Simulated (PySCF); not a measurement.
## Co: excitation energy

Co [Ar] 3d7 4s2 (4F) → Co [Ar] 3d7 4s1 4p1 (high-spin determinant), as a difference of total energies. All numbers are calculated (PySCF 2.14, the non-relativistic Hamiltonian (point nucleus), in def2-TZVPPD (6s6p4d2f1g, 67 functions)). Correlated levels: valence: [Ar] frozen. The calculations carry no spin-orbit coupling.

```json
{"method": "UHF", "excitation energy (eV)": "1.712"}
{"method": "MP2 (valence)", "excitation energy (eV)": "2.575"}
{"method": "SCS-MP2 (valence)", "excitation energy (eV)": "2.802"}
{"method": "CCSD (valence)", "excitation energy (eV)": "2.715"}
{"method": "CCSD(T) (valence)", "excitation energy (eV)": "2.783"}
```

How much does correlation contribute at CCSD(T) (valence)?

2.783 − (1.712) = 1.071 eV, measured against UHF.

A first-order spin-orbit estimate (lowest level to lowest level, LS coupling) adds 0.016 eV.

The determinant of the upper state mixes LS terms, which raises its energy above the lowest term, most at the Hartree-Fock and MP2 levels.
